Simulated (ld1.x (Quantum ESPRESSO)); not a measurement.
## Transferability test, TM semilocal potential for antimony

ld1.x (Quantum ESPRESSO) 7.5 input, shortened:

```
&input
   title='Sb', zed=51., rel=1, dft='PW91', iswitch=3,
   config='[Kr] 4d10 5s2 5p2 5d-2'
 /
 &inputp
   pseudotype=1, tm=.true., lloc=0,
   nlcc=.true., new_core_ps=.true.
 /
3
5P  2  1   2.00   0.00  2.00  2.00  0.0
5D  3  2  -2.00   0.05  2.00  2.00  0.0
5S  1  0   2.00   0.00  1.45  1.45  0.0
 &test
   configts(1)='5s2 5p2'
 /
```

Energies are relative to the spin-unpolarised reference configuration 5s2 5p2; without spin polarisation the order of configurations can differ from experiment.

| valence configuration | charge | ΔE all-electron (eV) | error AE − PS (meV) |
| --- | --- | --- | --- |
| 5s2 5p3 | 0 | -8.375 | -0.1 |
| 5s2 5p0 | +3 | 40.555 | -79 |
| 5s2 5p3.3 | -0.3 | -9.547 | -0.3 |
| 5s2 5p2.5 | +0.5 | -5.087 | +0.4 |
| 5s1 5p0 | +4 | 84.961 | -357 |

Q: What are ΔE and the potential's error for 5s0 5p5?

A: ΔE = 8.112 eV all-electron; the error (AE − PS) is -74 meV.

Q: What are ΔE and the potential's error for 5s2 5p1?

A: ΔE = 16.047 eV all-electron; the error (AE − PS) is -14 meV.
